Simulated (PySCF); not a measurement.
Ta(O)(F)(OH)2 (FH2O3Ta), SMILES [O]=[Ta]([OH])([OH])[F], multiplicity 1.

Coordinates come from a PBE-D3(BJ)/def2-SVP optimisation. The spin state was assumed, not searched. The structure was generated by enumeration; whether it is a known compound was not checked. The def2 effective core potentials stand for the cores of Ta; spin–orbit coupling is left out. One conformer was computed; it need not be the lowest.

All values below come from PBE-D3(BJ)/def2-SVP (PySCF 2.14.0).

Frequencies are harmonic and unscaled.

Computed vibrational spectrum:
```csv
mode,ν (cm⁻¹),IR (km/mol),moving atoms (share of kinetic energy)
1,165,4.3,"F 54 %, O 30 %, Ta 10 %"
2,173,0.0,"O 55 %, F 19 %, H 15 %, Ta 12 %"
3,184,0.8,"O 60 %, Ta 14 %, F 13 %, H 13 %"
4,219,12.1,"O 77 %, H 18 %"
5,220,6.2,"O 67 %, F 20 %, H 10 %"
6,360,78.7,"H 84 %, O 16 %"
7,361,217.5,"H 77 %, O 20 %"
8,504,123.3,"H 68 %, O 32 %"
9,512,168.6,"H 75 %, O 23 %"
10,665,95.5,"F 88 %, Ta 10 %"
11,709,48.2,"O 81 %, H 11 %"
12,710,99.0,"O 72 %, H 15 %, Ta 13 %"
13,965,108.4,"O 92 %, Ta 8 %"
14,3782,296.6,H 94 %
15,3786,108.7,H 94 %
```
